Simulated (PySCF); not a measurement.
Predicted microwave data (PBE0/pcSseg-1 in PySCF (dipole) on a GFN2-xTB geometry, gas phase) for one isomer of C8H10FN:

```
Rotational constants : A = 1637, B = 1122, C = 795.2 MHz
Dipole components    : |μa| = 1.28 D, |μb| = 3.54 D, |μc| = 0.46 D
Inertial defect      : -123.41 u·Å²
κ                    : -0.22
```

Task: Which structure is it? (One computed conformer of each.)
A. `[CH3:1][C:2]1=[CH:3][CH2:4][NH:5][C@H:6]1[C:7]#[C:8][CH2:9][F:10]` with C2–C3–C4–N5 11°, C3–C4–N5–C6 -19°, C4–N5–C6–C7 -99°, C1–C2–C6–N5 169°
B. `[CH:1]#[C:2][CH2:3][C@:4]([CH3:5])([CH2:6][F:7])[CH2:8][C:9]#[N:10]` with C2–C3–C4–C5 -62°, C3–C4–C6–F7 180°, C3–C4–C8–C9 57°
C. `[N:1]#[C:2][CH2:3][C@@H:4]([F:5])[CH:6]=[C:7]1[CH2:8][CH2:9][CH2:10]1` with C2–C3–C4–F5 174°, C3–C4–C6–C7 103°

Result: B. It is C#CC[C@](C)(CF)CC#N, an asymmetric top, point group C1. The candidates at the same level (rigid rotor, commonest isotopes):

```
               SMILES  A (MHz)  B (MHz)  C (MHz)  μa (D)  μb (D)  μc (D)  Δ (u·Å²)  point group                        rotor
  C#CC[C@](C)(CF)CC#N     1637     1122    795.2    1.28    3.54    0.46   -123.41           C1               asymmetric top
N#CC[C@@H](F)C=C1CCC1     1803    935.5    695.2    0.39    1.56    0.20    -93.64           C1               asymmetric top
   CC1=CCN[C@H]1C#CCF     2425    660.3    572.1    1.14    1.31    1.85    -90.45           C1  near-prolate asymmetric top
```

`CC1=CCN[C@H]1C#CCF` has A 48 % too high; `N#CC[C@@H](F)C=C1CCC1` has B 17 % too low. No structure here is proved a minimum.
